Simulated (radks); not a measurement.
Spherical quantum dot in the effective-mass picture: electrons in a parabolic well V = omega^2 r^2 / 2 with omega = 0.259, with a point charge +2 (a donor) at the centre, all in effective atomic units (hartree* = m*/eps^2 hartree, bohr* = eps/m* bohr), one dielectric constant everywhere. Calculated with a radial shooting solver with Libxc functionals: non-relativistic Kohn-Sham, LDA (Slater exchange, Perdew-Wang correlation), spin-polarised, spherical densities. Levels are named by radial order and angular momentum (1s, 1p, 1d, 2s, ...), and open shells are averaged over m. Results are scaled to m* = 0.09 and eps = 8, for which hartree* = 38.27 meV and bohr* = 4.704 nm. Each electron was tried in the lowest free levels, single moves between levels near the top were tried too, and the lowest total energy was kept; such a search can miss a lower state. At N = 1 the Hartree and exchange-correlation terms need not cancel, so that row can carry a self-interaction error.

N                                          open shells  2S   E (meV)  mu = E(N) - E(N-1) (meV)  addition energy mu(N+1) - mu(N) (meV)  e(HOMO) (meV)  rms radius (nm)
1                                     1s(up 1, down 0)   1  -73.3022                   -73.302                                  41.22        -56.510            4.107
2                                                 none   0  -105.381                   -32.079                                  54.87        -18.966            5.009
3                                     1p(up 1, down 0)   1  -82.5862                    22.795                                  9.333         27.548            9.015
4                    1p(up 1, down 0) 2s(up 1, down 0)   2  -50.4580                    32.128                                  9.734         37.055            11.34
5                    1p(up 2, down 0) 2s(up 1, down 0)   3  -8.59556                    41.862                                  9.304         46.593            12.63
6                    1p(up 3, down 0) 2s(up 1, down 0)   4   42.5705                    51.166                                  10.41         55.662            13.71
7                                     1p(up 3, down 0)   3   104.149                    61.579                                  8.725         65.312            14.81
8                                     1p(up 3, down 1)   2   174.453                    70.304                                  7.638         74.146            15.68
9                                     1p(up 3, down 2)   1   252.395                    77.942                                  7.473         81.710            16.47
10                                                none   0   337.810                    85.415                                  12.86         89.087            17.19
11                                    1d(up 1, down 0)   1   436.080                    98.270                                  6.543         101.56            18.02
12                                    1d(up 2, down 0)   2   540.893                    104.81                                  6.444         108.05            18.76
13                                    1d(up 3, down 0)   3   652.150                    111.26                                  6.340         114.44            19.43
14                                    1d(up 4, down 0)   4   769.746                    117.60                                  6.235         120.73            20.04
15                                    1d(up 5, down 0)   5   893.577                    123.83                                  7.448         126.91            20.62
16                                    1d(up 5, down 1)   4   1024.86                    131.28                                  5.877         134.23            21.17
17                                    1d(up 5, down 2)   3   1162.01                    137.16                                  5.813         140.07            21.69
18                                    1d(up 5, down 3)   2   1304.98                    142.97                                  5.745         145.85            22.18
19                                    1d(up 5, down 4)   1   1453.70                    148.71                                  5.674         151.56            22.65
20                                                none   0   1608.09                    154.39                                 10.000         157.20            23.09
21                                    1f(up 1, down 0)   1   1772.47                    164.39                                  5.321         167.06            23.57
22                                    1f(up 2, down 0)   2   1942.18                    169.71                                  5.271         172.35            24.02
23                                    1f(up 3, down 0)   3   2117.16                    174.98                                  5.220         177.60            24.45
24                                    1f(up 4, down 0)   4   2297.36                    180.20                                  5.170         182.79            24.86
25                                    1f(up 5, down 0)   5   2482.73                    185.37                                  5.120         187.94            25.26
26                                    1f(up 6, down 0)   6   2673.22                    190.49                                  5.071         193.03            25.64
27                                    1f(up 7, down 0)   7   2868.79                    195.56                                  5.466         198.08            26.01
28                   1f(up 7, down 0) 3s(up 1, down 0)   8   3069.81                    201.03                                  5.598         203.53            26.37
29  1f(up 7, down 0) 2p(up 1, down 0) 3s(up 1, down 0)   9   3276.44                    206.62                                  4.890         209.15            26.72
30                   1f(up 7, down 2) 3s(up 1, down 0)   6   3487.95                    211.51                                  4.800         213.91            27.06
31                   1f(up 7, down 3) 3s(up 1, down 0)   5   3704.26                    216.31                                  4.783         218.71            27.39
32                   1f(up 7, down 4) 3s(up 1, down 0)   4   3925.36                    221.10                                  4.747         223.48            27.70
33                   1f(up 7, down 5) 3s(up 1, down 0)   3   4151.20                    225.84                                  4.711         228.20            28.01
34                   1f(up 7, down 6) 3s(up 1, down 0)   2   4381.76                    230.55                                      -         232.90            28.32

All shells are closed at N = 2, 10, 20 (there: 1s2 1p6 1d10 2s2); the second difference of the energy has clear peaks (12 % above both neighbours; the first and last values, which can be the largest, are not judged, and half-filled shells can peak too) at N = 2, 10, 15, 20.
